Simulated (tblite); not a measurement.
Parent: `[CH3:1]/[CH:2]=[C:3]1\[SiH2:4][CH2:5][C@H:6]1[F:7]` with C2–C3–Si4–C5 165°, C3–Si4–C5–C6 7°, Si4–C5–C6–F7 -130°, C2–C3–C6–C5 -165°, C5H9FSi.

Computed geometry: GFN2-xTB, gas phase. One conformer each, not checked by frequencies here.

```tsv
coordinate of the parent	value
C1–C2	1.489 Å
C2=C3	1.324 Å
C3–Si4	1.889 Å
Si4–C5	1.917 Å
C5–C6	1.536 Å
C6–F7	1.382 Å
C3–C6	1.513 Å
C1–C2–C3	124.2°
C2–C3–Si4	138.8°
C2–C3–C6	127.6°
Si4–C3–C6	93.2°
C3–Si4–C5	75.1°
Si4–C5–C6	91.4°
C5–C6–F7	113.2°
C3–C6–C5	99.1°
C3–C6–F7	113.6°
```

Task: In one relative the bonds that all share with the parent change as follows (parent's numbers): C1–C2 0.000, C2–C3 +0.005, C3–Si4 -0.010, Si4–C5 +0.045, C5–C6 -0.001, C6–F7 -0.002, C3–C6 +0.002 Å. Which is it?
A. `[CH3:1]/[CH:2]=[C:3]1/[SiH2:4][C@@H:5]([C:6]([CH3:7])=[S:8])[C@@H:9]1[F:10]` with Si4–C5–C6–C7 -97°
B. `[CH3:1]/[CH:2]=[C:3]1/[SiH2:4][C@@H:5]([CH2:6][OH:7])[C@H:8]1[F:9]` with Si4–C5–C6–O7 -60°, C5–C6–O7–H -61°, C2–C3–Si4–C5 169°, C3–Si4–C5–C6 -109°, Si4–C5–C8–F9 -131°, C2–C3–C8–C5 -168°
C. `[CH2:1]=[CH:2][C@@H:3]1[SiH2:4]/[C:5](=[CH:6]\[CH3:7])[C@@H:8]1[F:9]` with C1–C2–C3–Si4 -117°, C2–C3–Si4–C5 -105°, C3–Si4–C5–C6 160°, Si4–C5–C8–F9 135°, C2–C3–C8–C5 102°

Result: A. The changes in all of them (Å):

```json
{"SMILES": "C/C=C1/[SiH2][C@@H](C(C)=S)[C@@H]1F", "C1–C2": "0.000", "C2–C3": "+0.005", "C3–Si4": "-0.010", "Si4–C5": "+0.045", "C5–C6": "-0.001", "C6–F7": "-0.002", "C3–C6": "+0.002"}
{"SMILES": "C=C[C@@H]1[SiH2]/C(=C\\C)[C@@H]1F", "C1–C2": "0.000", "C2–C3": "+0.001", "C3–Si4": "-0.004", "Si4–C5": "+0.022", "C5–C6": "+0.010", "C6–F7": "-0.003", "C3–C6": "-0.002"}
{"SMILES": "C/C=C1/[SiH2][C@@H](CO)[C@H]1F", "C1–C2": "+0.002", "C2–C3": "+0.003", "C3–Si4": "+0.002", "Si4–C5": "+0.009", "C5–C6": "+0.005", "C6–F7": "+0.001", "C3–C6": "+0.002"}
```

Atoms are paired thus: C/C=C1/[SiH2][C@@H](C(C)=S)[C@@H]1F: C1 = C1, C2 = C2, C3 = C3, Si4 = Si4, C5 = C5, C6 = C9, F7 = F10; C=C[C@@H]1[SiH2]/C(=C\C)[C@@H]1F: C1 = C7, C2 = C6, C3 = C5, Si4 = Si4, C5 = C3, C6 = C8, F7 = F9; C/C=C1/[SiH2][C@@H](CO)[C@H]1F: C1 = C1, C2 = C2, C3 = C3, Si4 = Si4, C5 = C5, C6 = C8, F7 = F9.
